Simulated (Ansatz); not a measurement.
**Question.** Name a neutral molecule of N, O, Si, Zn and H with HOMO energy (ωB97M-V/def2-TZVPP) between -9.50 and -9.20 eV and HOMO energy (PBE/def2-TZVPP) between -6.05 and -5.75 eV (Ansatz, PBE0-D4/def2-TZVP geometry).

**Answer.** `O[SiH2][NH][ZnH]` (-9.37 eV, -5.77 eV). Other molecules can fit too; these were computed, each in one conformer that needn't be the lowest.
